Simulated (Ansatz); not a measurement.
Two members of one family (Oligo(p-phenylene)), computed with Ansatz in the gas phase. Binding counts from free atoms in the multiplicity of their measured ground term, without zero-point energy. Sets without diffuse functions give affinities that are too small. A dash marks a value that wasn't run or was left out as unsound. The structures are stationary points that may keep the symmetry of their start. Remarks come from the PBE and PBE0 runs and from stability tests at other levels; not every state was tested. HOMO above LUMO (over both spins in singlets and doublets, within one spin in higher multiplets; at PBE or PBE0), or a gap under 0.15 eV within one spin, warns that the state may not be the lowest or that an electron is smeared out.

First: c1ccc(-c2ccc(-c3ccc(-c4ccc(-c5ccc(-c6ccc(-c7ccc(-c8ccccc8)cc7)cc6)cc5)cc4)cc3)cc2)cc1 (singlet, charge 0, PBE-D4/def2-SVP geometry).

Cartesian coordinates in Å:
```
C 10.415 10.237 -7.935
C 10.475 8.852 -8.155
C 9.596 7.992 -7.485
C 8.636 8.495 -6.577
C 7.705 7.584 -5.867
C 7.287 7.848 -4.542
C 6.412 6.989 -3.873
C 5.907 5.824 -4.494
C 4.979 4.913 -3.786
C 5.077 4.705 -2.390
C 4.202 3.844 -1.722
C 3.183 3.151 -2.413
C 2.255 2.239 -1.706
C 0.910 2.096 -2.116
C 0.035 1.236 -1.447
C 0.461 0.472 -0.337
C -0.464 -0.443 0.369
C -1.840 -0.139 0.500
C -2.713 -1.002 1.166
C -2.258 -2.215 1.732
C -3.185 -3.131 2.435
C -3.005 -4.533 2.392
C -3.880 -5.398 3.054
C -4.980 -4.906 3.795
C -5.908 -5.823 4.495
C -7.277 -5.506 4.649
C -8.153 -6.372 5.311
C -7.703 -7.599 5.852
C -8.633 -8.517 6.552
C -9.702 -8.017 7.331
C -10.580 -8.884 7.994
C -10.410 -10.275 7.894
C -9.353 -10.788 7.125
C -8.475 -9.919 6.463
C -6.334 -7.915 5.698
C -5.458 -7.050 5.037
C -5.159 -3.504 3.838
C -4.285 -2.639 3.175
C -0.884 -2.519 1.600
C -0.009 -1.654 0.937
C 1.807 0.614 0.072
C 2.681 1.477 -0.594
C 3.082 3.362 -3.808
C 3.960 4.220 -4.478
C 6.324 5.561 -5.819
C 7.203 6.418 -6.488
C 8.589 9.892 -6.365
C 9.467 10.753 -7.036
H 11.106 10.913 -8.462
H 11.220 8.435 -8.851
H 9.670 6.905 -7.646
H 7.671 8.738 -4.021
H 6.095 7.236 -2.848
H 5.869 5.214 -1.822
H 4.300 3.718 -0.633
H 0.538 2.687 -2.967
H -1.001 1.139 -1.805
H -2.227 0.804 0.086
H -3.780 -0.739 1.234
H -2.182 -4.955 1.795
H -3.731 -6.485 2.965
H -7.672 -4.579 4.207
H -9.219 -6.109 5.379
H -9.828 -6.928 7.439
H -11.399 -8.471 8.602
H -11.099 -10.957 8.413
H -9.216 -11.877 7.031
H -7.667 -10.334 5.840
H -5.941 -8.844 6.139
H -4.392 -7.313 4.972
H -5.981 -3.082 4.436
H -4.435 -1.552 3.263
H -0.490 -3.447 2.044
H 1.051 -1.933 0.840
H 2.170 0.048 0.944
H 3.726 1.549 -0.256
H 2.312 2.827 -4.383
H 3.841 4.372 -5.561
H 5.966 4.653 -6.330
H 7.493 6.190 -7.525
H 7.832 10.312 -5.685
H 9.406 11.839 -6.863
```

```
             level  HOMO (eV)  LUMO (eV)  gap (eV)  vertical IE (eV)  vertical EA (eV)  vertical triplet (eV)  binding per atom (eV)
   PBE-D4/def2-SVP      -5.06      -2.45      2.62              6.25              1.38                   2.51                   5.67
r2SCAN-D4/def2-SVP      -5.23      -2.42      2.81                 –                 –                      –                   5.48
  PBE0-D4/def2-SVP      -5.86      -1.78      4.08              6.72              1.02                   3.04                   5.56
```

Second: C54H38 (singlet, charge 0, PBE-D4/def2-SVP geometry).

```xyz
92

C    10.868    5.844  -14.176
C    10.466    4.501  -14.100
C     9.660    4.065  -13.040
C     9.237    4.962  -12.031
C     8.384    4.499  -10.908
C     7.399    5.340  -10.341
C     6.594    4.905   -9.285
C     6.735    3.607   -8.741
C     5.882    3.146   -7.621
C     5.502    1.789   -7.498
C     4.698    1.354   -6.441
C     4.230    2.253   -5.456
C     3.375    1.793   -4.338
C     3.523    0.502   -3.783
C     2.716    0.067   -2.728
C     1.716    0.901   -2.176
C     0.858    0.441   -1.060
C     0.501   -0.920   -0.921
C    -0.309   -1.355    0.131
C    -0.807   -0.450    1.097
C    -1.668   -0.910    2.210
C    -2.691   -0.086    2.735
C    -3.506   -0.521    3.784
C    -3.339   -1.800    4.362
C    -4.204   -2.260    5.473
C    -3.706   -3.111    6.486
C    -4.522   -3.543    7.537
C    -5.877   -3.149    7.624
C    -6.741   -3.607    8.736
C    -6.218   -3.829   10.031
C    -7.034   -4.261   11.079
C    -8.415   -4.494   10.887
C    -9.282   -4.951   11.999
C    -8.783   -5.815   13.003
C    -9.601   -6.248   14.055
C   -10.939   -5.828   14.130
C   -11.450   -4.971   13.142
C   -10.631   -4.538   12.091
C    -8.939   -4.272    9.592
C    -8.123   -3.841    8.543
C    -6.374   -2.298    6.609
C    -5.558   -1.864    5.561
C    -2.316   -2.623    3.838
C    -1.503   -2.190    2.788
C    -0.449    0.911    0.958
C     0.363    1.344   -0.093
C     1.567    2.193   -2.732
C     2.376    2.628   -3.785
C     4.610    3.610   -5.579
C     5.416    4.045   -6.634
C     7.721    2.766   -9.308
C     8.525    3.201  -10.366
C     9.651    6.310  -12.122
C    10.456    6.747  -13.182
H    11.502    6.187  -15.009
H    10.775    3.786  -14.879
H     9.328    3.016  -13.004
H     7.236    6.343  -10.764
H     5.812    5.574   -8.895
H     5.814    1.067   -8.268
H     4.389    0.298   -6.400
H     4.316   -0.162   -4.161
H     2.888   -0.930   -2.296
H     0.836   -1.648   -1.676
H    -0.597   -2.415    0.184
H    -2.860    0.909    2.299
H    -4.281    0.154    4.176
H    -2.652   -3.426    6.460
H    -4.104   -4.219    8.298
H    -5.154   -3.621   10.227
H    -6.599   -4.386   12.082
H    -7.745   -6.174   12.940
H    -9.193   -6.927   14.819
H   -11.582   -6.168   14.955
H   -12.495   -4.627   13.195
H   -11.035   -3.844   11.337
H   -10.002   -4.481    9.396
H    -8.558   -3.715    7.540
H    -7.419   -1.957    6.654
H    -5.985   -1.217    4.781
H    -2.168   -3.632    4.252
H    -0.705   -2.852    2.417
H    -0.785    1.637    1.713
H     0.651    2.405   -0.145
H     0.775    2.857   -2.355
H     2.205    3.626   -4.217
H     4.297    4.331   -4.809
H     5.724    5.100   -6.675
H     7.886    1.764   -8.886
H     9.307    2.533  -10.757
H     9.358    7.021  -11.334
H    10.773    7.800  -13.228
```

Estimate the same table for the second.


```tsv
level	HOMO (eV)	LUMO (eV)	gap (eV)	vertical IE (eV)	vertical EA (eV)	vertical triplet (eV)	binding per atom (eV)
PBE-D4/def2-SVP	-5.06	-2.49	2.57	6.17	1.50	2.47	5.68
r2SCAN-D4/def2-SVP	-5.22	-2.47	2.75	–	–	–	5.49
PBE0-D4/def2-SVP	-5.85	-1.83	4.03	6.66	1.12	3.01	5.56
```

Remarks: gap within one spin near zero at PBE or PBE0 (+1 doublet), gap within one spin near zero at PBE or PBE0 (-1 doublet).
